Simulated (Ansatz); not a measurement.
Species: C₄H₃OSe, net charge -1, singlet state. It need not be the lowest isomer of its formula. Whether it binds its extra electron was not tested at this geometry. 
Coordinates optimised at B3LYP-D3(BJ)/def2-TZVP (Ansatz, a quantum-chemistry and plane-wave program):
```xyz
9

O     -2.2101     1.5806    -0.7629
C     -1.0418     0.9282    -0.3904
C      0.1626     1.7022    -0.2500
C      1.1837     0.9152     0.1120
Se     0.6930    -0.9992     0.3240
C     -1.0285    -0.4133    -0.1616
H     -1.9015     2.4957    -0.8476
H      2.2236     1.1385     0.3081
H     -1.8592    -1.0999    -0.2327
```
Charge -1, spin multiplicity 1.

Basis-set convergence of Hartree-Fock and CCSD(T) correlation energies (hartree) with Ansatz. Valence correlation only, unless marked. Spin-orbit coupling is left out. The frozen core is the preceding noble-gas configuration, with the filled d and f shells of earlier blocks. No relativistic terms. This anion needs diffuse functions, which these sets lack.

The Hartree-Fock reference is unstable (checked in the largest basis), which strains HF and MP2. 

| basis | functions | E(HF) | E(corr, CCSD(T)) |
|---|---|---|---|
| cc-pVDZ | 112 | -2627.81459 | -0.89850 |
| cc-pVTZ | 235 | -2627.96065 | -1.11132 |
| cc-pVQZ | 433 | -2627.98260 | -1.18061 |
| cc-pV5Z | 724 | ___ | ___ |

Problem. What belongs in the gaps?

Solution. 
- cc-pV5Z, E(HF): -2627.98830
- cc-pV5Z, E(corr, CCSD(T)): -1.20455
